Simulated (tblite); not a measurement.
A tight-binding relaxation on `ClC(Cl)[C]1CCC1` [radical].

Computed with GFN2-xTB geometry optimisation, gas phase (tblite 0.8.0). Start geometry: from a force field or distance geometry. The command runs a driver script over a list of jobs; the input below is this job's line of settings and its coordinates in Å.

Command:
```bash
OMP_NUM_THREADS=1 python probes_run.py task.json out
```

Input:
```
{"job": {"kind": "relax", "xc": "GFN2-xTB", "basis": "xTB"}, "charge": 0, "multiplicity": 2}
Cl     1.886900    -0.337700     1.536500
C      1.751200    -0.168900    -0.244700
Cl     2.651100     1.316300    -0.631900
C      0.333200     0.060100    -0.665400
C     -0.689600    -0.988700    -0.316000
C     -1.609500     0.195200    -0.068600
C     -0.347600     0.884800     0.439700
H      2.203900    -1.055100    -0.718700
H     -1.026600    -1.484200    -1.260000
H     -0.547600    -1.622400     0.552700
H     -1.915900     0.654300    -1.008100
H     -2.395000     0.047000     0.695700
H     -0.253300     1.941200     0.207300
H     -0.042000     0.557600     1.459400
```

Output:
```
step      E/eV     max force
  0    -632.09028    5.148
  1    -632.70295    2.786
  2    -633.08064    1.342
  3    -633.28316    1.228
  4    -633.38167    0.986
  5    -633.47914    0.802
  6    -633.55668    0.584
  7    -633.59772    0.553
  8    -633.62724    0.551
  9    -633.66168    0.651
... (44 lines left out)
 54    -633.91274    0.092
 55    -633.91380    0.070
 56    -633.91463    0.050
 57    -633.91492    0.048
 58    -633.91510    0.036
 59    -633.91527    0.031
 60    -633.91540    0.026
 61    -633.91547    0.021
 62    -633.91550    0.010
 63    -633.91551    0.009
```

«max force» is the largest atomic force in eV/Å.

Question: From which step on does the largest force stay under 0.1 eV/Å, and how much energy is left to gain from there?

Answer: From step 54 (0.092 eV/Å), 2.8 meV above the end.

In short: energy lowered by 42.1 kcal/mol over 63 steps; largest atomic force 0.009 eV/Å at the end.

Hardware: AMD EPYC, one thread, no GPU (shared host). Cost: 1.0 s of wall time.
Labels such as C1 count atoms from 1, the log's own numbers from 0.
